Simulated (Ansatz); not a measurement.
C₁₃H₈OS⁻, that is thioxanthone with one electron more. Charge -1, multiplicity 2. Geometry PBE-D4/def2-SVP, that of the neutral singlet.

```
atom    x (Å)    y (Å)    z (Å)
  O1   0.7830   0.6667   2.2933
  C2   0.3979   0.3389   1.1656
  C3  -0.6759  -0.6801   0.9993
  C4  -1.2210  -1.2419   2.1784
  C5  -2.2287  -2.2018   2.1285
  C6  -2.7213  -2.6279   0.8774
  C7  -2.2040  -2.0927  -0.3022
  C8  -1.1803  -1.1174  -0.2508
  S9  -0.6157  -0.5239  -1.8027
 C10   0.6237   0.6439  -1.3788
 C11   1.2584   1.2878  -2.4671
 C12   2.2576   2.2330  -2.2357
 C13   2.6424   2.5538  -0.9171
 C14   2.0173   1.9197   0.1537
 C15   1.0004   0.9565  -0.0488
 H16  -0.8055  -0.8789   3.1301
 H17  -2.6382  -2.6254   3.0575
 H18  -3.5176  -3.3859   0.8238
 H19  -2.5879  -2.4246  -1.2792
 H20   0.9574   1.0367  -3.4959
 H21   2.7436   2.7268  -3.0909
 H22   3.4308   3.2996  -0.7371
 H23   2.2836   2.1371   1.1987
```

At PBE-D4/def2-SVP, PBE0-D4/def2-SVP the highest occupied level of the charge -1 doublet lies above zero (up to 1.58 eV). By energy differences its removal costs 0.62 eV (vertical, to the charge 0 singlet, at PBE-D4/def2-SVP); self-interaction error and the lack of diffuse functions both raise the level.

(1) Estimate the α-spin orbital energies around the gap (eV) in Ansatz with PBE-D4/def2-SVP, PBE0-D4/def2-SVP.

Answers

(1) 
```tsv
orbital	PBE-D4/def2-SVP	PBE0-D4/def2-SVP
HOMO−5	-2.66	-3.83
HOMO−4	-2.41	-3.55
HOMO−3	-2.20	-3.46
HOMO−2	-1.21	-2.43
HOMO−1	-0.84	-2.29
HOMO	1.58	0.92
LUMO	2.40	3.13
LUMO+1	2.77	3.45
LUMO+2	2.88	3.69
LUMO+3	3.69	4.64
LUMO+4	4.33	5.18
LUMO+5	4.62	5.55
β HOMO	-0.73	-2.04
β LUMO	1.99	2.84
```
